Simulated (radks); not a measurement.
Values are calculated unless marked as measured or tabulated.
How relativity changes the ionisation of the germanium ion Ge2+ ([Ar] 3d10 4s2) to Ge3+ ([Ar] 3d10 4s1). Spin-unpolarised spherical Kohn-Sham, PBE, point nucleus unless stated (finite: rms radius 4.0742 fm), a radial shooting solver on a logarithmic mesh with Libxc functionals. A level marked "c x" has the speed of light scaled by that factor.

level                        E(Ge2+) (hartree)  E(Ge3+) (hartree)  IE (eV)   HOMO  <r> HOMO (bohr)
non-rel.                           -2075.79034        -2074.53183   34.246     4s            1.970
scalar-rel.                        -2097.99223        -2096.71367   34.792     4s            1.941
scalar-rel., finite nucleus        -2097.97943        -2096.70087   34.791     4s            1.941
Dirac                              -2098.09143        -2096.81287   34.791  4s1/2            1.942
Dirac, finite nucleus              -2098.07862        -2096.80006   34.791  4s1/2            1.942
Dirac, c x 0.75                    -2116.30758        -2115.01235   35.245  4s1/2            1.919
Dirac, c x 1.5                     -2085.55367        -2084.28642   34.484  4s1/2            1.958
Dirac, c x 3                       -2078.20961        -2076.94894   34.305  4s1/2            1.967

NIST Atomic Spectra Database: 34.058 eV (measured). The relativistic part of the total energy of Ge2+ is -22.29 hartree (Dirac, finite nucleus), 1.1 % of the non-relativistic value. Spin polarisation and multiplet splitting of open shells are left out at every level.

Beside tabulated values, note that spin-unpolarised runs miss the spin-polarisation part of the exchange energy of open shells.
